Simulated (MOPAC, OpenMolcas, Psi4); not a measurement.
A ladder of methods for C2H5AlO (SMILES [CH3][Al]1[CH2][O]1)

The species is C2H5AlO (9 atoms), meant as a singlet with charge 0. As SMILES, `[CH3][Al]1[CH2][O]1`. The shape is that of a PBE0-D4/def2-TZVP optimisation.

Quantity: the HOMO–LUMO gap, in eV. The values are calculated.

```json
{"level": "PM7", "kind": "semi-empirical", "program": "MOPAC", "value (eV)": "10.21", "CPU time": "under 2 s"}
{"level": "HF/6-31G* (spherical functions)", "kind": "Hartree–Fock", "program": "OpenMolcas", "value (eV)": "11.26", "CPU time": "7.3 s"}
{"level": "SVWN5/6-31G* (spherical functions)", "kind": "LDA", "program": "Psi4", "value (eV)": "3.58", "CPU time": "27 s"}
{"level": "revPBE/6-31G* (spherical functions)", "kind": "GGA", "program": "OpenMolcas", "value (eV)": "3.64", "CPU time": "39 s"}
{"level": "M06-L/6-31G* (spherical functions)", "kind": "meta-GGA", "program": "OpenMolcas", "value (eV)": "4.20", "CPU time": "49 s"}
{"level": "PBE0/6-31G* (spherical functions)", "kind": "global hybrid", "program": "OpenMolcas", "value (eV)": "5.67", "CPU time": "37 s"}
{"level": "B2PLYP/6-31G* (spherical functions)", "kind": "double hybrid", "program": "OpenMolcas", "value (eV)": "7.78", "CPU time": "23 s"}
```

The values span 3.58 to 11.26 eV. Orbital gaps aren't excitation energies, and those of double hybrids come from the SCF part alone; they tend to grow with the share of exact exchange. Times are those of the runs behind each value, whatever else they computed, on shared processors of several kinds: orders of magnitude only.
